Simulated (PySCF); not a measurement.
Compound: C4H13FSi4.
SMILES with atom numbers: `[CH2:1]=[CH:2][CH2:3][Si@@H:4]1[SiH2:5][Si@@H:6]([F:7])[Si@H:8]1[CH3:9]`

Cartesian coordinates in Å at the GFN2-xTB level; atoms count from 1:
```xyz
22
C4H13FSi4 angstrom
C     -2.7302    0.4340   -1.1032
C     -2.4785    0.0627    0.1410
C     -1.9233   -1.2505    0.5369
Si    -0.0317   -1.0758    0.8635
Si     0.4534    0.8669    2.1385
Si     1.3078    1.8820    0.1938
F      2.8921    2.2295    0.3897
Si     1.0512   -0.1232   -1.0321
C      2.7317   -0.9481   -1.3993
H     -3.1047    1.4137   -1.3449
H     -2.5869   -0.2410   -1.9309
H     -2.6393    0.7620    0.9526
H     -2.4152   -1.6082    1.4408
H     -2.0940   -1.9854   -0.2491
H      0.3442   -2.4114    1.3777
H      1.4068    0.6809    3.2422
H     -0.6713    1.5469    2.7996
H      0.8628    3.1957   -0.2716
H      0.3627   -0.0706   -2.3372
H      3.3520   -0.9532   -0.5077
H      2.6235   -1.9767   -1.7311
H      3.2767   -0.4108   -2.1700
```

NICS = −σ at a ghost point: NICS(0) at the centroid of the ring atoms, NICS(1) 1 Å to either side along the normal of their mean plane, zz for the tensor component along that normal. Level: GIAO PBE0/pcSseg-1 (PySCF, non-relativistic, gas phase) on the GFN2-xTB geometry, one conformer.

Ring bond lengths (Å), with Mayer bond orders in brackets: Si4–Si5 2.374 (0.87), Si5–Si6 2.354 (0.84), Si6–Si8 2.364 (0.84), Si8–Si4 2.382 (0.86).

Task: What do the NICS probes read (ppm)?

Result: 
| ring | type | NICS(0) | NICS(1), two faces | NICS(1)zz, two faces | rms pucker (Å) | centre to ring atoms, mean (Å) |
| --- | --- | --- | --- | --- | --- | --- |
| Si4–Si5–Si6–Si8 | 4-membered ring with 4 Si; formal bonds all single | 2.9 | 0.1 / -1.6 | 5.9 / 1.0 | 0.06 | 1.67 |

Task: What can be read from them?

Result: 
- Si4–Si5–Si6–Si8: mean NICS(1)zz 3.5 ppm, deshielded. Si4, Si5, Si6, Si8 have four or more neighbours, so the value isn't read as a sign of a π ring current. The two faces differ by 4.9 ppm, so no symmetry operation interchanges them.

Task: What is the mean of the two in-plane components of NICS at the first NICS(1) probe listed for ring Si4–Si5–Si6–Si8, 1 Å off the ring?

Result: The isotropic value is a third of the trace: (3 × 0.1 − (5.9))/2 = -2.8 ppm.

Task: Give the inner angles of the rings and the Hirshfeld charges of the ring atoms.

Result: 
- Si4–Si5–Si6–Si8: Si4 90.4° (+0.182 e), Si5 89.0° (+0.131 e), Si6 91.3° (+0.261 e), Si8 88.6° (+0.180 e); sum 359.4° against 360° for a flat convex ring.
